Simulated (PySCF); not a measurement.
Ge(OH)(SH) (GeH₂OS), SMILES [OH][Ge][SH] (connectivity only; charge and spin as stated), neutral, multiplicity 1. Atoms are numbered in the order given.

```xyz
5

Ge     0.4656     0.5194     0.0000
O     -1.1242     1.3548     0.0000
H     -1.9200     0.8103     0.0000
S     -0.3068    -1.6310     0.0000
H      0.9232    -2.1723     0.0000
```
Charge 0, spin multiplicity 1.

Coordinates come from a B3LYP-D3(BJ)/def2-TZVP optimisation. Other conformers were not sampled.

Calculation: B3LYP/def2-TZVPD in PySCF.

Symmetry labels are those of the subgroup Cs that the program uses (full group Cs).

Computed valence orbital energies around the gap with their symmetry:
```csv
orbital,symmetry,energy (eV)
HOMO−7,A',-19.87
HOMO−6,A',-14.95
HOMO−5,A',-12.32
HOMO−4,A',-10.73
HOMO−3,A",-9.51
HOMO−2,A',-9.36
HOMO−1,A",-7.54
HOMO,A',-7.28
LUMO,A",-2.36
LUMO+1,A',-0.69
LUMO+2,A',-0.33
LUMO+3,A',0.05
```
